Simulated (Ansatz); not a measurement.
Computed with Ansatz on PBE0-D4/def2-TZVP structures; ΔE is electronic, products minus reactants. CCSD(T)/CBS adds triple-zeta CCSD(T) − MP2 to the extrapolated MP2 energy (def2 sets, frozen cores). This one scheme is used for every species. DFT in def2-TZVPP. For Zn outer-core shells are correlated without core-valence functions, which leaves a few kJ/mol of doubt a bond. Scalar relativity is left out up to krypton.

`Cl[SiH2][ZnH]` + dimethylamine → `C[N](C)[ZnH]` + `[SiH3]Cl`  (cleavage of the Zn–Si bond)

```json
{"level": "PBE-QIDH", "ΔE (kJ/mol)": "9.6"}
{"level": "SCS-MP2/def2-TZVPP", "ΔE (kJ/mol)": "-5.6"}
```

**Question.** What does CCSD(T)/CBS give? (Best estimate.)

**Answer.** The calculation gave: +5.2 kJ/mol. The listed levels differ from it by 4.4, -10.8 kJ/mol.

**Question.** What do rigid-rotor, harmonic-oscillator terms from PBE0-D4/def2-TZVP frequencies (298.15 K, 1 bar) make of the CCSD(T)/CBS value? (Estimate.)

**Answer.** Ansatz gave: ΔZPE = -9.6 kJ/mol, ΔH = -4.4 kJ/mol, ΔS = -17 J/(mol·K), ΔG = +0.8 kJ/mol.

Largest T1 diagnostic among the species: 0.015.

From r2SCAN to r2SCAN0 (25 % exact exchange), in def2-TZVPP and without D4, ΔE moves by +5.1 kJ/mol. In def2-TZVPP, CCSD(T) changes the Hartree–Fock value by −15.7 kJ/mol (the triples alone add −2.7 kJ/mol) and MP2 by −25.5 kJ/mol.
